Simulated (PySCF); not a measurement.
This PySCF input asks for the NMR shieldings of SMILES C=CCN([SiH3])B(C)C, C5H14BNSi; the geometry comes from GFN2-xTB.

```python
import basis_set_exchange as bse
import numpy as np
from pyscf import gto, dft
from pyscf.prop import nmr

atoms = """
C     2.199994   -0.874577   -0.816011
C     1.824261    0.253233   -1.386897
C     0.690742    1.126197   -0.932738
N    -0.026887    0.628348    0.230772
Si    0.617771    1.095045    1.789876
B    -1.111029   -0.256441    0.061221
C    -1.547654   -0.759910   -1.384042
C    -1.913696   -0.771840    1.330622
H     3.024995   -1.455311   -1.191914
H     1.689543   -1.264105    0.048562
H     2.342947    0.630320   -2.259776
H     1.095283    2.122566   -0.717291
H    -0.008024    1.245579   -1.766672
H     1.903818    1.747742    1.536422
H    -0.305086    2.040229    2.429100
H     0.829598   -0.086067    2.627807
H    -2.262460   -1.577847   -1.334187
H    -0.701774   -1.100997   -1.978373
H    -2.026232    0.040028   -1.950047
H    -1.932927   -0.054970    2.148500
H    -2.943401   -1.029219    1.089953
H    -1.450193   -1.678618    1.719457
"""
names = dict.fromkeys(["C", "N", "Si", "B", "H"], "pcSseg-1")
basis = {el: gto.basis.parse(bse.get_basis(n, elements=[el], fmt="nwchem")) for el, n in names.items()}
mol = gto.M(atom=atoms, basis=basis, charge=0, verbose=0)
mf = dft.RKS(mol, xc="PBE0")
mf.grids.level = 2
mf.grids.alignment = dft.numint.BLKSIZE   # the property module wants whole blocks of grid points
mf.conv_tol = 1e-9
mf.kernel()

calc = nmr.RKS(mf)   # GIAO
C = mf.mo_coeff
Co = C[:, mf.mo_occ > 0]
resp = mf.gen_response(singlet=True, hermi=2)
def vind(x):   # induced exchange potential for any number of trial vectors
    d = np.einsum("pi,xij,qj->xpq", C, 2 * x.reshape(-1, C.shape[1], Co.shape[1]), Co, optimize=True)
    return np.einsum("xpq,pi,qj->xij", resp(d - d.transpose(0, 2, 1)), C, Co, optimize=True).ravel()
mo1, _ = nmr.rhf.solve_mo1(calc, with_cphf=vind)
sigma = calc.kernel(mo1)
for i, s in enumerate(sigma):   # ppm
    w = np.linalg.eigvalsh((s + s.T) / 2)
    print("%2d %-2s iso %8.1f  s11 %8.1f  s22 %8.1f  s33 %8.1f" % (i, mol.atom_pure_symbol(i), w.mean(), *w))
```

Question: What are the results?

Answer: 
```
 0 C  iso     67.4  s11    -48.9  s22     72.7  s33    178.4
 1 C  iso     40.3  s11    -79.9  s22     47.9  s33    153.0
 2 C  iso    129.9  s11    115.8  s22    120.0  s33    153.9
 3 N  iso    165.6  s11     59.4  s22    205.6  s33    231.7
 4 Si iso    396.2  s11    346.4  s22    380.7  s33    461.5
 5 B  iso     48.4  s11     11.5  s22     24.8  s33    108.9
 6 C  iso    181.0  s11    172.7  s22    179.0  s33    191.3
 7 C  iso    177.9  s11    168.2  s22    175.4  s33    190.1
 8 H  iso     26.2  s11     24.0  s22     25.3  s33     29.2
 9 H  iso     26.4  s11     23.1  s22     25.4  s33     30.6
10 H  iso     25.5  s11     24.1  s22     25.4  s33     27.1
11 H  iso     28.1  s11     23.4  s22     27.7  s33     33.2
12 H  iso     27.6  s11     23.4  s22     27.9  s33     31.6
13 H  iso     27.4  s11     23.8  s22     26.6  s33     31.8
14 H  iso     26.8  s11     23.4  s22     24.6  s33     32.4
15 H  iso     26.8  s11     23.7  s22     25.2  s33     31.6
16 H  iso     31.3  s11     26.9  s22     30.0  s33     36.9
17 H  iso     31.3  s11     25.9  s22     31.9  s33     36.1
18 H  iso     31.3  s11     26.8  s22     29.9  s33     37.3
19 H  iso     31.3  s11     26.2  s22     31.2  s33     36.3
20 H  iso     31.0  s11     26.6  s22     29.6  s33     36.8
21 H  iso     31.0  s11     27.5  s22     29.1  s33     36.5
```

These numbers come from an equivalent density-fitted implementation of the same equations, which agrees with the script to about 0.01 ppm for H and up to a few tenths of a ppm for heavy atoms, so last digits may differ.

Size and cost of the density-fitted run: 213 basis functions, 82 s wall time on 1 thread of an Arm Neoverse N1, shared host; peak memory 0.88 GiB.
